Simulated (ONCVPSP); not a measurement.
Pseudopotential generation for H: ONCV, PBE, scalar-relativistic.

```
Element                 : hydrogen (H)
Generator               : ONCVPSP 4.0.1
Type                    : optimised norm-conserving Vanderbilt (ONCV)
Functional              : PBE
Relativity              : scalar-relativistic
Frozen core             : none
Valence charge          : 1
Reference configuration : 1s1
Partial waves           : 1s: rc 0.75 bohr, ncon 4, nbas 7, qcut 9.7 1/bohr, 2 projectors, debl 2.6 Ha
Local potential         : polynomial inside 0.50 bohr (lpopt 5, dvloc0 6 Ha)
Core correction         : none
```

**Question.** Does the generator finish with these settings?

**Answer.** Yes, a potential is produced and its reference levels are reproduced.

**Question.** Estimate the cutoffs (Ha) at which the residual kinetic energy of the hardest occupied pseudo-wave falls to 1 and 0.1 mHa per electron.

**Answer.** 26 Ha and 42 Ha.

**Question.** What does a ghost test show?

**Answer.** No bound ghost flagged; no localised positive-energy state flagged.
